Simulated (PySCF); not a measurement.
# Löwdin shares of the frontier orbitals

Species: [Cu(N2)2]+ (charge +1 and singlet state).
Structure used (PBE0-D3(BJ)/def2-SVP), in Å, numbered top down from 1:
```
atom  x, y, z in Å
Cu1   -0.0077   -0.0055    0.0000
N2     0.0004    0.0086    1.9129
N3     0.0094    0.0194    3.0102
N4    -0.0044   -0.0106   -1.9128
N5     0.0024   -0.0119   -3.0103
```

Computed with PySCF, TDDFT wB97X-D/def2-SVPD, vertical, gas phase, core orbitals frozen in the response.

Kohn–Sham orbitals with the atoms that hold most of them (Löwdin shares over 4%, at most four atoms; ? is withheld):

```json
{"orbital": "HOMO-3", "ε (eV)": "-17.15", "atoms": "Cu1 92%"}
{"orbital": "HOMO-2", "ε (eV)": "-17.13", "atoms": "Cu1 100%"}
{"orbital": "HOMO-1", "ε (eV)": "-17.13", "atoms": "Cu1 100%"}
{"orbital": "HOMO", "ε (eV)": "?", "atoms": "Cu1 91%"}
{"orbital": "LUMO", "ε (eV)": "-5.49", "atoms": "N4 21%, N2 21%, N5 20%, N3 20%"}
{"orbital": "LUMO+1", "ε (eV)": "-5.49", "atoms": "N4 21%, N2 21%, N5 20%, N3 20%"}
{"orbital": "LUMO+2", "ε (eV)": "-4.51", "atoms": "N3 25%, N5 25%, N2 23%, N4 23%"}
```

**Question.** What is the HOMO energy, and the HOMO–LUMO gap?

**Answer.** ε(HOMO) = -16.47 eV; the gap is 10.97 eV (0.4033 hartree).

Within 0.005 eV of a neighbour in this list lie HOMO-2/HOMO-1 and LUMO/LUMO+1 (point group found: D∞h).

**Question.** How does S1 compare with the orbital gap of 10.97 eV?

**Answer.** S1 is at 5.87 eV (f = 0.027), 5.11 eV below the gap, made of HOMO→LUMO/LUMO+1 (≥96%). S1/S2 lie within about 0.01 eV of each other. Without the coupling terms of the response equations the lowest excitation would equal the gap.

For S1 the Löwdin share of copper is 91% in HOMO and at most 18% in LUMO.

Next come S2 at 5.87 eV (f 0.027), HOMO→LUMO/LUMO+1 (≥96%); S3 at 6.32 eV (f 0.0000), HOMO-2/HOMO-1→LUMO/LUMO+1 (≥87%); S4 at 6.32 eV (f 0.0000), HOMO-2/HOMO-1→LUMO/LUMO+1 (≥87%); S5 at 6.38 eV (f 0.0000), HOMO-3→LUMO/LUMO+1 (≥44%), HOMO-4→LUMO/LUMO+1 (≥43%).

Orbitals of the list HOMO-3 to LUMO+2 that lie within 0.01 eV of each other are written together with a slash and their weights summed (≥ marks a lower bound); for degenerate orbitals outside that list single weights are arbitrary.

Löwdin shares depend on the basis, the more so with diffuse functions.
